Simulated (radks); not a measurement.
Problem. Mg2+, configuration [Ne]. Method: scalar-relativistic Kohn-Sham, PBE, spin-polarised, spherical densities, finite nucleus; Fermi nuclear charge, rms radius 3.057 fm; computed with a radial shooting solver on a logarithmic mesh with Libxc functionals. Some entries of the table are withheld. Estimate them.

orbital  occ.  eigenvalue (hartree)  <1/r> (bohr^-1)
1s          2                   (1)              (2)
2s          2                   (3)              (4)
2p          6                   (5)            1.965

Solution. 
(1) 1s eigenvalue (hartree): -47.04683
(2) 1s <1/r> (bohr^-1): 11.63
(3) 2s eigenvalue (hartree): -3.67377
(4) 2s <1/r> (bohr^-1): 2.105
(5) 2p eigenvalue (hartree): -2.45138
